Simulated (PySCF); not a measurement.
Br2Si, SMILES Br[Si]Br (connectivity only; charge and spin as stated), charge +1, multiplicity 2.

The structure is a stationary point at B3LYP-D3(BJ)/def2-TZVP. The spin state was assumed, not searched. The isomer is the one that the SMILES or the coordinates give; other isomers of the formula were not compared.

Two levels are set side by side: PBE/def2-TZVPD (PySCF) and M06-2X/def2-TZVPD (PySCF). Same geometry, gas phase. Differences are taken from unrounded values.

```csv
quantity,M06-2X,PBE,PBE minus M06-2X
α-spin orbital gap (eV),6.40,2.77,-3.63
β-spin orbital gap (eV),6.11,2.13,-3.99
mean polarisability (bohr³),61.7,64.7,3.0
```

Loosely held outer electrons make PBE densities more polarisable. Differences between two approximate levels are no errors against the true value.

Rough cost on one machine, each run with all the roots and properties that it gave: M06-2X against PBE within a factor of 2.
